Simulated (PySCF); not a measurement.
**Simulated absorption spectrum**

Compound: W(NH)2(OMe)2, C₂H₈N₂O₂W (singlet state).
Z-matrix (Å and degrees, PBE0-D3(BJ)/def2-SVP geometry), rows numbered from 1:
```
W 
N   1  1.7516
H   2  1.0129  1  160.45
N   1  1.7535  2  108.85  3     1.10
H   4  1.0140  1  155.89  2     0.19
O   1  1.8858  2  109.49  3  -117.89
C   6  1.3914  1  141.66  2    68.70
H   7  1.1045  6  111.34  1    50.84
H   7  1.1045  6  111.06  1   -70.17
H   7  1.1023  6  109.24  1   170.47
O   1  1.8854  2  109.24  3   119.97
C  11  1.3917  1  141.47  2   -62.32
H  12  1.1042 11  111.24  1   -56.24
H  12  1.1023 11  109.19  1  -175.79
H  12  1.1043 11  111.10  1    64.77
```

Computed, not measured: TDDFT B3LYP/def2-SVPD, vertical, gas phase, core orbitals frozen in the response, def2 core potentials past Kr in PySCF 2.14.0, density-fitted response routines. Spin–orbit coupling is left out.

Computed states:

```json
{"state": "S1", "E (eV)": "4.76", "f": "0.014"}
{"state": "S2", "E (eV)": "4.99", "f": "0.0001"}
{"state": "S3", "E (eV)": "5.12", "f": "0.0025"}
{"state": "S4", "E (eV)": "5.33", "f": "0.0038"}
{"state": "S5", "E (eV)": "5.66", "f": "0.0003"}
{"state": "S6", "E (eV)": "5.69", "f": "0.017"}
{"state": "S7", "E (eV)": "5.88", "f": "0.0048"}
{"state": "S8", "E (eV)": "6.08", "f": "0.0003"}
{"state": "S9", "E (eV)": "6.09", "f": "0.013"}
{"state": "S10", "E (eV)": "6.16", "f": "0.0024"}
```

Each state is given a Gaussian of 0.3 eV full width at half maximum, with ε(max) = 2.175×10⁸ f / Δν̃ (Δν̃ the width in cm⁻¹). The width is an assumption, not a result. The curve ends short of the highest state used, and states not computed would add to its high-energy end.

Task: What does the envelope look like, and where are its maxima?

Result: 
```json
{"E (eV)": "4.31", "ε (L mol⁻¹ cm⁻¹)": "2"}
{"E (eV)": "4.37", "ε (L mol⁻¹ cm⁻¹)": "11"}
{"E (eV)": "4.42", "ε (L mol⁻¹ cm⁻¹)": "33"}
{"E (eV)": "4.48", "ε (L mol⁻¹ cm⁻¹)": "105"}
{"E (eV)": "4.53", "ε (L mol⁻¹ cm⁻¹)": "232"}
{"E (eV)": "4.58", "ε (L mol⁻¹ cm⁻¹)": "440"}
{"E (eV)": "4.64", "ε (L mol⁻¹ cm⁻¹)": "774"}
{"E (eV)": "4.69", "ε (L mol⁻¹ cm⁻¹)": "1046"}
{"E (eV)": "4.75", "ε (L mol⁻¹ cm⁻¹)": "1227"}
{"E (eV)": "4.80", "ε (L mol⁻¹ cm⁻¹)": "1189"}
{"E (eV)": "4.86", "ε (L mol⁻¹ cm⁻¹)": "950"}
{"E (eV)": "4.91", "ε (L mol⁻¹ cm⁻¹)": "695"}
{"E (eV)": "4.96", "ε (L mol⁻¹ cm⁻¹)": "485"}
{"E (eV)": "5.02", "ε (L mol⁻¹ cm⁻¹)": "352"}
{"E (eV)": "5.07", "ε (L mol⁻¹ cm⁻¹)": "328"}
{"E (eV)": "5.13", "ε (L mol⁻¹ cm⁻¹)": "355"}
{"E (eV)": "5.18", "ε (L mol⁻¹ cm⁻¹)": "391"}
{"E (eV)": "5.24", "ε (L mol⁻¹ cm⁻¹)": "426"}
{"E (eV)": "5.29", "ε (L mol⁻¹ cm⁻¹)": "439"}
{"E (eV)": "5.34", "ε (L mol⁻¹ cm⁻¹)": "436"}
{"E (eV)": "5.40", "ε (L mol⁻¹ cm⁻¹)": "444"}
{"E (eV)": "5.45", "ε (L mol⁻¹ cm⁻¹)": "515"}
{"E (eV)": "5.51", "ε (L mol⁻¹ cm⁻¹)": "747"}
{"E (eV)": "5.56", "ε (L mol⁻¹ cm⁻¹)": "1061"}
```

Maxima: 260 nm (4.76 eV), ε about 1200, made up of S1 (99%); 234 nm (5.30 eV), ε about 440, made up of S3 (20%) and S4 (76%) (hardly more than a shoulder) (ε in L mol⁻¹ cm⁻¹; maxima over ε = 5, shares over 10%). At its high-energy end, 5.56 eV, the curve is still rising (ε about 1100, from S6).

Task: What would ε be at 4.76 eV, the highest of these maxima, with half the width (0.15 eV)?

Result: About 2450 L mol⁻¹ cm⁻¹ against 1230, a factor of about 1.99; a lone state at its own centre would give exactly 2.

Task: Coming from long wavelengths, where does ε first pass 100 L mol⁻¹ cm⁻¹?

Result: At about 277 nm (4.48 eV), 0.28 eV below S1.

Task: On this curve, what absorbance would a 10⁻⁵ mol/L sample give at 248 nm over a 1 cm path?

Result: 248 nm is 4.999 eV, where ε is about 380 L mol⁻¹ cm⁻¹, so A = ε c l ≈ 0.0038 (Beer–Lambert, with the gas-phase spectrum and the assumed width).

The vertical ionisation energy (ΔSCF) is 8.85 eV, 2.68 eV above S10.
